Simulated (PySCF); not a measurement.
Rotational lines of SbO⁺

Lines J+1 ← J of the vibrational ground state, computed from RHF-CCSD(T) constants of SbO⁺, ¹Σ⁺ (singlet), closed shell (basis Sb def2-SVPD with ECP28, O def2-SVPD; scalar-relativistic core potentials; PySCF 2.14; masses 120.9038 and 15.9949 u), in MHz:

```csv
J,ν (MHz)
0,21424.6
1,42849.1
2,64273.2
3,85696.7
4,107119.4
```

Question: Find B0 and the effective bond length r0; with αe = 0.00215 cm⁻¹, find Re.

Answer: ν = 2B0(J+1) − 4D(J+1)³ gives B0 = 0.35733 cm⁻¹. With the reduced mass μred = 14.126 u, r0 = √(16.8576/(μred·B0)) (u, cm⁻¹, Å) = 1.8275 Å. Be = B0 + αe/2 = 0.35840 cm⁻¹ gives Re = 1.825 Å.

Correlated steps freeze 5 core orbitals. Correlated levels converge slowly with the basis: in double zeta they bind strong bonds too weakly, by up to about 1 eV, and carry superposition errors of some tenths. These are scalar-relativistic numbers at best; spin–orbit coupling would shift them, the dissociation energy most. For an ion De counts to the pair picked by the measured ionisation energies or electron affinities, which need not be the lowest pair at this level. Where the molecule has an RHF reference, its open-shell atoms are computed with UHF. The CCSD T1 diagnostic is raised, a sign that a single reference may not be enough here.
